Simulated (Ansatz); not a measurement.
`OC[CH2][GeH3]` and `CCO` differ in one atom or group.

Ansatz, PBE0-D4/def2-TZVP geometries, multiplicity 1. Each molecule was computed in one conformer, which needn't be the lowest.

Scalar relativity is left out up to krypton.

| property | `OC[CH2][GeH3]` |
| --- | --- |
| HOMO–LUMO gap (ωB97M-V/def2-TZVPP) / eV | 12.65 |
| HOMO–LUMO gap (PBE/def2-TZVPP) / eV | 6.21 |
| HOMO energy (ωB97M-V/def2-TZVPP) / eV | -10.38 |
| LUMO energy (ωB97M-V/def2-TZVPP) / eV | 2.27 |
| HOMO energy (B3LYP/def2-TZVPP) / eV | -7.69 |
| LUMO energy (PBE/def2-TZVPP) / eV | -0.03 |

Give the same properties after the change, and the shifts. (Estimate.)

Computed: 
```tsv
property	`CCO`	shift
HOMO–LUMO gap (ωB97M-V/def2-TZVPP) / eV	12.78	0.13
HOMO–LUMO gap (PBE/def2-TZVPP) / eV	6.37	0.16
HOMO energy (ωB97M-V/def2-TZVPP) / eV	-10.29	0.09
LUMO energy (ωB97M-V/def2-TZVPP) / eV	2.49	0.22
HOMO energy (B3LYP/def2-TZVPP) / eV	-7.60	0.09
LUMO energy (PBE/def2-TZVPP) / eV	0.22	0.25
```

With PBE0 the HOMO rises by 0.09 eV and the LUMO rises by 0.28 eV, so the gap widens by about 0.19 eV. PBE moves the HOMO by 0.09 eV and ωB97M-V by 0.09 eV.

B3LYP here is the variant with VWN-RPA as its local correlation; programs differ in this.
